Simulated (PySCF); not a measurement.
GeI⁺: frontier orbitals

B3LYP at R = 2.413 Å; Ge def2-SVP, I def2-SVP with ECP28; scalar-relativistic core potentials (PySCF 2.14). State: ¹Σ⁺ (singlet), closed shell. Only the outer orbitals are listed, counted within each symmetry, core potentials removing the inner ones.

```json
{"orbital": "10σ", "occ.": "2", "ε (eV)": "-25.76", "on Ge (%)": "13", "main shells (%)": "85 I s, 9 Ge s"}
{"orbital": "11σ", "occ.": "2", "ε (eV)": "-19.73", "on Ge (%)": "74", "main shells (%)": "74 Ge s, 14 I p, 12 I s"}
{"orbital": "12σ", "occ.": "2", "ε (eV)": "-14.40", "on Ge (%)": "47", "main shells (%)": "52 I p, 30 Ge p, 16 Ge s"}
{"orbital": "6π", "occ.": "2", "ε (eV)": "-14.01", "on Ge (%)": "15", "main shells (%)": "84 I p, 14 Ge p"}
{"orbital": "6π", "occ.": "2", "ε (eV)": "-14.01", "on Ge (%)": "15", "main shells (%)": "84 I p, 14 Ge p"}
{"orbital": "7π", "occ.": "0", "ε (eV)": "-9.38", "on Ge (%)": "85", "main shells (%)": "85 Ge p, 14 I p"}
{"orbital": "7π", "occ.": "0", "ε (eV)": "-9.38", "on Ge (%)": "85", "main shells (%)": "85 Ge p, 14 I p"}
{"orbital": "13σ", "occ.": "0", "ε (eV)": "-6.33", "on Ge (%)": "70", "main shells (%)": "68 Ge p, 28 I p"}
```

Task: Which are the highest filled and the lowest empty level, where do they sit, and how wide is the gap?

Result: Highest filled 6π at -14.01 eV (in %: 84 I p, 14 Ge p); lowest empty 7π at -9.38 eV (in %: 85 Ge p, 14 I p); the gap at B3LYP is 4.63 eV.

| Quantity | Value |
| --- | --- |
| bond order (Mayer) | 1.87 |
| ⟨S²⟩ | 0.000 |
| charge on Ge (Mulliken, basis-dependent) | 0.73 |
| charge on Ge (Löwdin, basis-dependent) | 0.56 |
| dipole moment (positive dipole points towards I; it is taken about the centre of mass and depends on that origin) | -3.59 D |
| polarisability along the bond | 80.1 bohr³ |
| polarisability across the bond | 29.6 bohr³ |

Spin–orbit coupling is left out.
